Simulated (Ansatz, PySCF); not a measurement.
Energy difference 2 R1 + R2 + 3 R3 → 5 P1 + P2, each structure at its B3LYP-D3(BJ)/def2-TZVP stationary point, reached from a drawn start (curvature not checked).
P1: H2 (SMILES [H][H]), charge 0, multiplicity 1.
R1: H2O (SMILES O), charge 0, multiplicity 1.
R2: HF (SMILES F), charge 0, multiplicity 1.
R3: SiH4 (SMILES [SiH4]), charge 0, multiplicity 1.
P2: FH7O2Si3 (SMILES F[SiH](O[SiH3])O[SiH3]), charge 0, multiplicity 1.

P less R. No zero-point or thermal terms. One arrangement of each flexible species, with no search for the lowest.

Codes used: Ansatz (Gaussian basis) for Hartree–Fock, density functionals and correlated methods; PySCF for the D3/D4 terms. Each number belongs to the level named beside it.

**Question.** One of these levels gives -103.59 kcal/mol for the reaction energy. Name it.
A) revPBE/def2-TZVPP
B) HF/cc-pV(D+d)Z
C) BLYP/def2-TZVPP
D) BLYP-D4/def2-TZVPP

**Answer.** C, BLYP/def2-TZVPP. The others give -86.00 (HF/cc-pV(D+d)Z), -112.83 (BLYP-D4/def2-TZVPP), -93.80 (revPBE/def2-TZVPP)

Ansatz is a program for electronic structure.
